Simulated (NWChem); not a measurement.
A calculation on CH$_{5}$ClSi

```xyz
8

Si     0.0430    -0.7711     0.0000
C      1.8765    -0.3826     0.0000
Cl    -1.0558     1.0055     0.0000
H     -0.3423    -1.5420    -1.2139
H     -0.3423    -1.5420     1.2139
H      2.1555     0.1995     0.8923
H      2.4608    -1.3181     0.0000
H      2.1555     0.1995    -0.8923
```
Charge 0, spin multiplicity 1.

Program: NWChem. Structure: optimised with B3LYP/def2-SVP, a minimum by its harmonic frequencies.

Symmetry labels belong to the abelian group Cs used in the runs, with the axes of the coordinates shown.

The Pople sets run with spherical d functions. The structure started from a generated list of species.

List the lowest 4 singlet excitations that TD-PBE/6-31+G* (spherical d) gives, with oscillator strengths.


```tsv
state	symmetry	energy (eV)	wavelength (nm)	f
1	a'	6.69	185	0.013
2	a"	6.72	184	0.013
3	a"	6.89	180	0.000
4	a'	6.95	178	0.063
```
